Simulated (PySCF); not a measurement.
# Which functional comes closest?

Molecule: trans-1,4-dimethylcyclohexane (SMILES C[C@H]1CC[C@H](C)CC1).

Bonds (- single, = double, # triple, : aromatic): C1-C2, C2-C3, C3-C4, C4-C5, C5-C6, C5-C7, C7-C8, C8-C2. C1 carries H9, H10, H11; C2 carries H12; C3 carries H13, H14; C4 carries H15, H16; C5 carries H17; C6 carries H18, H19, H20; C7 carries H21, H22; C8 carries H23, H24. Stereochemistry as in C[C@H]1CC[C@H](C)CC1. H13, H15, H22, H23 are cis to C1 on the ring; H14, H16, H21, H24 are trans to C1 on the ring.

Geometry PBE0-D3(BJ)/def2-SVP throughout; GIAO in PySCF, gas phase, one conformer, non-relativistic; equivalent atoms averaged; basis pcSseg-1.

Reference values (measured; solution, not stated in the table (CDCl3 in this author's series); The use of chemical shift calculations in the conformational analysis of substituted benzenes, New J. Chem. 2019 (ESI)): δ(H12/H17) = 1.26 ppm, δ(H9/H10/H11/H18/H19/H20) = 0.86 ppm. Computed shifts are taken against TMS, calculated as an isolated molecule at each level.

How do the functionals HF, OPBE, KT3, B97-D, B3LYP, PBE0, WP04, B97-2, BHandHLYP perform against the reference? Times are CPU seconds on 1 thread of an Arm Neoverse V1, shared host; the GGAs took longer than the global hybrids here, which isn't the general rule, and the cause wasn't traced.

## Answers


| functional | kind | H12/H17 | H9/H10/H11/H18/H19/H20 | mean abs. error H | core-s |
| --- | --- | --- | --- | --- | --- |
| HF | Hartree–Fock | 0.67 | 0.92 | 0.33 | 19 |
| OPBE | GGA | 1.08 | 0.88 | 0.10 | 60 |
| KT3 | GGA | 1.08 | 0.90 | 0.11 | 56 |
| B97-D | GGA | 1.08 | 0.94 | 0.13 | 59 |
| B3LYP | global hybrid | 0.98 | 0.92 | 0.17 | 34 |
| PBE0 | global hybrid | 0.96 | 0.90 | 0.17 | 44 |
| WP04 | global hybrid | 0.98 | 0.88 | 0.15 | 38 |
| B97-2 | global hybrid | 0.97 | 0.91 | 0.17 | 41 |
| BHandHLYP | global hybrid | 0.86 | 0.91 | 0.23 | 36 |

For $^{1}$H the closest is OPBE (0.10 ppm, with KT3, B97-D practically level) and the furthest HF (0.33 ppm). One molecule is a small sample, and vibrational and solvent effects are absent from the calculation.
